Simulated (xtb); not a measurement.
H7O7Si2 (SMILES O[Si](O)(O)[OH+][Si](O)(O)O), charge +1, singlet, at a GFN2-xTB geometry. Base run: GFN2-xTB run with xtb.

Input for xtb:
```
$ xtb mol.xyz --gfn 2 --chrg 1 --json

# file mol.xyz
16

O      1.48956799     1.61452391     0.15518637
Si     1.50701182     0.02779887     0.34972997
O      1.25954908    -0.36134013     1.87274902
O      2.59193758    -0.86993965    -0.40434432
O      0.14224236    -0.58065139    -0.53135071
Si    -1.50150189    -0.05029107    -0.37031245
O     -1.52908749     1.46163017    -0.86587999
O     -2.10780866    -1.10633613    -1.40413417
O     -1.84890988    -0.14764465     1.18714632
H      1.76563598     2.08404689    -0.62991433
H      0.95017088     0.23561218     2.55121529
H      3.47348946    -1.04637238    -0.08690554
H      0.31366330    -1.28041343    -1.17169890
H     -1.55373757     2.22822375    -0.29657333
H     -2.96304825    -1.03731351    -1.81986332
H     -2.04324055    -0.95082977     1.66691473
```

Each row names what was changed in the base input (with any setting that the change needs).

| change | ΔE vs base (kcal/mol) | HOMO-LUMO gap (eV) | G_solv (kcal/mol) | SCF cycles |
|---|---|---|---|---|
| base | 0.000 | 9.43 | - | 11 |
| acc = 1000 | 0.002 | 9.44 | - | 7 |
| gbsa = toluene | -37.83 | 9.43 | -37.89 | 11 |
| alpb = acetonitrile | -58.96 | 9.43 | -60.61 | 12 |
| alpb = ether | -58.06 | 9.45 | -60.53 | 12 |
| etemp = 5000 | -0.002 | 9.43 | - | 11 |
| etemp = 1000 | 0.000 | 9.43 | - | 11 |
| acc = 0.0001 | 0.000 | 9.43 | - | 19 |
| etemp = 3000 | 0.000 | 9.43 | - | 11 |
| acc = 0.1 | 0.000 | 9.43 | - | 13 |

ALPB and GBSA are two models with their own fitted parameters for each solvent, which aren't always the measured dielectric constant.
